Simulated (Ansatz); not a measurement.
Geometry optimisation, RKS B3LYP-D4/def2-SVP in Ansatz 0.2.0.

input.yaml

```yaml
crystal:
  periodic: [false, false, false]
  atoms:
    - { symbol: B, position_ang: [-0.627868, -0.568109, -0.56923] }
    - { symbol: C, position_ang: [0.317329, -0.455107, 0.70026] }
    - { symbol: F, position_ang: [-0.157489, -0.936585, -1.749419] }
    - { symbol: F, position_ang: [-1.93518, -0.395829, -0.471904] }
    - { symbol: H, position_ang: [0.656522, 1.727637, -0.164704] }
    - { symbol: F, position_ang: [0.100226, 2.026006, -0.822979] }
    - { symbol: H, position_ang: [-0.071323, 0.24946, 1.452069] }
    - { symbol: H, position_ang: [1.356968, -0.202792, 0.434761] }
    - { symbol: H, position_ang: [0.360714, -1.444581, 1.191145] }
basis:
  gaussian: { orbitals: def2-SVP }
hamiltonian:
  xc: b3lyp
  dispersion: d4
relax:
  f_tol: 0.03
  max_steps: 50
output:
  orbitals: {}
```

Command:

```bash
$ ansatz run input.yaml --threads 2 --pin off --max-ram 3072MiB --backend cpu --events-out ev --progress --plain --runs-dir out
```

Task: Where does it end, and by what steps?

Result: The forces met the threshold. The force dipped under the threshold on the way, but the program's further checks kept it going. After 17 steps the energy has fallen by 0.149 eV; H5 moved furthest, 1.28 Å.

```tsv
step	energy less start (eV)	largest force component (eV/Å)	accepted
0	0.0000	0.669	yes
1	0.0392	1.919	no
2	-0.0156	0.698	yes
3	-0.0297	0.455	yes
4	-0.0349	0.802	yes
5	-0.0513	0.075	yes
6	-0.0594	0.132	yes
7	-0.0600	0.060	yes
8	-0.0687	0.115	yes
9	-0.0885	0.194	yes
10	0.0000	2.181	no
11	-0.1004	0.106	yes
12	-0.1073	0.666	yes
13	-0.1312	0.201	yes
14	-0.1471	0.271	yes
15	-0.1491	0.025	yes
16	-0.1486	0.221	no
17	-0.1495	0.020	yes
```

```xyz
9
Properties=species:S:1:pos:R:3
B -0.475 -0.358 -0.428
C 0.304 -0.650 0.888
F 0.147 -0.282 -1.618
F -1.794 -0.288 -0.479
H 0.337 1.709 -1.407
F 0.026 2.104 -0.624
H -0.125 -0.091 1.734
H 1.376 -0.420 0.806
H 0.205 -1.724 1.129
```

Whether the end is a true minimum wasn't checked by a vibrational analysis.

Time of the run: 32 s on 2 threads of Arm Neoverse V2, with other jobs on the host, peak memory 0.17 GiB.
